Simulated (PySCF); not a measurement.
## Nd: ionisation energy

Nd [Xe] 4f4 6s2 [4f5/2^4, M_J = 4] → Nd+ [Xe] 4f4 6s1 [4f5/2^4 6s1/2^1, M_J = 7/2], as a difference of total energies. Calculation: PySCF 2.14, in x2c-TZVPPall-2c; the two-component X2C-1e Hamiltonian. Correlated levels: [Ar] 3d10 frozen; the 18 highest virtual spinors dropped. "Screened" scales the spin-orbit matrix elements by Boettger's factors to mimic the two-electron term; Breit and QED terms are absent.

```csv
method,ionisation energy (eV),error (eV)
GHF (spin-free),4.489,-1.036
GMP2 (spin-free),5.406,-0.119
GHF (screened spin-orbit),4.490,-1.035
GMP2 (screened spin-orbit),5.407,-0.118
```

Reference: 5.525 eV (measured; NIST Atomic Spectra Database, ionization energies).

The spin-free rows relax to the high-spin LS determinant and lack the spin-orbit shift.

The labels give the starting determinants; with spin-orbit coupling the two ends relaxed to ⟨J²⟩ = 23.44, ⟨L²⟩ = 41.89, ⟨S²⟩ = 6.00 and ⟨J²⟩ = 20.19, ⟨L²⟩ = 41.90, ⟨S²⟩ = 8.73.

The determinant of Nd and of Nd+ mixes levels of different J (the jj label is only the starting occupation), so the difference between spin-free and spin-orbit rows is not the physical spin-orbit shift.
